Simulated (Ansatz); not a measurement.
Cost and result for the atomization energy of `[NH2][InH2]` (6 atoms, 5 bonds).

```tsv
atom	x (Å)	y (Å)	z (Å)
N1	0.251	-1.025	-0.029
In2	-0.226	0.924	0.027
H3	1.141	-1.383	-0.333
H4	-0.371	-1.769	0.239
H5	-1.809	1.265	0.582
H6	1.014	1.987	-0.486
```

Total charge 0; spin multiplicity 1. Correlated methods include outer-core shells of In, which these sets cover unevenly. In takes the def2 core potential. The geometry is a stationary point of PBE0-D4/def2-TZVP. Program: Ansatz. All runs use 2 threads of a server CPU on a shared host. Times are those of one run each, without the atoms' runs, and a repeat can differ threefold. Electronic energies, without spin–orbit coupling; frozen cores. CCSD(T)/CBS adds CCSD(T) − MP2 in def2-TZVPP to the MP2 limit, and its time is that of the two runs behind it. T1 = 0.016. With those shells the extrapolation isn't a true limit.

CCSD(T)/CBS is a level of theory with its own doubt, some kJ/mol a heavy atom from the limit and from the frozen cores, so smaller differences don't rank the functionals.

```tsv
level	functions	wall time
LDA (SPW92)/def2-TZVPP	137	0.75 s
revPBE-D4/def2-TZVPP	137	1 s
BLYP-D4/def2-TZVPP	137	1.1 s
CCSD(T)/def2-SVP	60	1.1 s
BHLYP-D4/def2-TZVPP	137	1.3 s
CAM-B3LYP-D4/def2-TZVPP	137	1.6 s
r2SCANh-D4/def2-TZVPP	137	1.9 s
PBE-QIDH/def2-TZVPP	137	2.4 s
B97M-V/def2-TZVPP	137	3.3 s
ωB97X-V/def2-TZVPP	137	3.9 s
MP2/def2-QZVPP	259	8 s
CCSD(T)/def2-TZVPP	137	10 s
CCSD(T)/CBS(def2)	–	18 s
```

Problem. What atomization energy does each give, and how far from CCSD(T)/CBS? (Best estimate.)

Solution. The calculation gave: 
```
                  level  atomization (kJ/mol)  difference from CCSD(T)/CBS  per bond
 LDA (SPW92)/def2-TZVPP                1745.6                        210.6      42.1
   revPBE-D4/def2-TZVPP                1485.1                        -49.9     -10.0
     BLYP-D4/def2-TZVPP                1515.1                        -19.9      -4.0
       CCSD(T)/def2-SVP                1393.8                       -141.2     -28.2
    BHLYP-D4/def2-TZVPP                1475.2                        -59.8     -12.0
CAM-B3LYP-D4/def2-TZVPP                1537.8                          2.8       0.5
  r2SCANh-D4/def2-TZVPP                1499.3                        -35.7      -7.2
    PBE-QIDH/def2-TZVPP                1488.2                        -46.8      -9.4
      B97M-V/def2-TZVPP                1533.4                         -1.6      -0.3
     ωB97X-V/def2-TZVPP                1541.9                          6.9       1.4
         MP2/def2-QZVPP                1496.4                        -38.6      -7.7
     CCSD(T)/def2-TZVPP                1486.0                        -49.0      -9.8
      CCSD(T)/CBS(def2)                1535.0                          0.0       0.0
```

From r2SCAN to r2SCAN0 (25 % exact exchange), in def2-TZVPP and without D4, the atomization energy moves by −25.6 kJ/mol: exact exchange takes away binding that semilocal exchange gives to molecules. In def2-TZVPP, CCSD(T) changes the Hartree–Fock value by +483.7 kJ/mol (the triples alone add +22.3 kJ/mol) and MP2 by +464.4 kJ/mol; breaking electron pairs costs correlation energy, which Hartree–Fock lacks. At CCSD(T), def2-SVP lies −141.2 kJ/mol from the extrapolated value and def2-TZVPP −49.1 kJ/mol: correlation converges slowly with the basis, and small sets miss more of it in the bonded molecule than in its fragments.

Spin–orbit coupling would lower the free In atoms strongly, and the atomization energy with them, by more than many differences here.
